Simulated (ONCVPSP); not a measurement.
# Configuration tests for carbon (C) (ONCV)

| Property | Result |
| --- | --- |
| Element | C (Z = 6) |
| Generator | ONCVPSP 4.0.1 |
| Type | optimised norm-conserving Vanderbilt (ONCV) |
| Functional | PBE |
| Relativity | scalar-relativistic |
| Frozen core | [He] |
| Valence charge | 4 |
| Reference configuration | 2s2 2p2 |
| Partial waves | 2s: rc 1.15 bohr, ncon 3, nbas 6, qcut 7 1/bohr, 2 projectors, debl 2.8 Ha; 2p: rc 3.00 bohr, ncon 3, nbas 6, qcut 3.9 1/bohr, 2 projectors, debl 0.5 Ha |
| Local potential | polynomial inside 0.90 bohr (lpopt 3, dvloc0 1 Ha) |
| Core correction | Teter function, fcfact 2.5, rcfact 1.1 |

Energies are relative to the spin-unpolarised reference configuration 2s2 2p2; without spin polarisation the order of configurations can differ from experiment.

```json
{"valence configuration": "2s2 2p1", "charge": "+1", "ΔE all-electron (eV)": "10.861", "error AE − PS (meV)": "+267"}
{"valence configuration": "2s2 2p0", "charge": "+2", "ΔE all-electron (eV)": "35.017", "error AE − PS (meV)": "+1818"}
```

Question: What are ΔE and the potential's error for 2s0 2p4?

Answer: ΔE = 16.975 eV all-electron; the error (AE − PS) is -247 meV.

Question: What are ΔE and the potential's error for 2s1 2p0?

Answer: ΔE = 83.211 eV all-electron; the error (AE − PS) is +3401 meV.

Levels in the configuration 2s2 2p0:

```csv
level,all-electron (eV),pseudo (eV)
2s,-40.379,-38.977
```
